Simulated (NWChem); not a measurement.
# BeSiH$_{4}$Se; SMILES [SiH3][Be][SeH]

```xyz
7

Be    -0.0175    -0.5843     0.0057
Se    -0.0332     1.4578     0.0000
H      1.4416     1.4580    -0.0005
Si    -0.0146    -2.7651     0.0001
H     -1.1915    -3.3200    -0.7464
H     -0.0618    -3.3413     1.3836
H      1.2161    -3.3136    -0.6599
```
Atoms are numbered in this order, from 1.

Computed with NWChem. Pople sets run with spherical d functions. Structure relaxed at the PBE0/def2-SVP level. Ions are spin-unrestricted doublets at the neutral geometry; other ion states weren't tried.

```csv
level,"vertical ionisation energy, ΔSCF (eV)",−ε(HOMO) (eV),ΔSCF minus −ε(HOMO) (eV)
B3LYP/6-31G*,9.53,7.07,2.46
PBE/6-31G*,9.30,6.24,3.06
PBE0/6-31G*,___,___,___
r2SCAN/6-31G*,9.46,6.51,2.95
CAM-B3LYP/6-31G*,10.10,8.56,1.54
```

**Question.** What belongs in the gaps?

**Answer.** 
- PBE0/6-31G*, vertical ionisation energy, ΔSCF (eV): 9.66
- PBE0/6-31G*, −ε(HOMO) (eV): 7.35
- PBE0/6-31G*, ΔSCF minus −ε(HOMO) (eV): 2.31
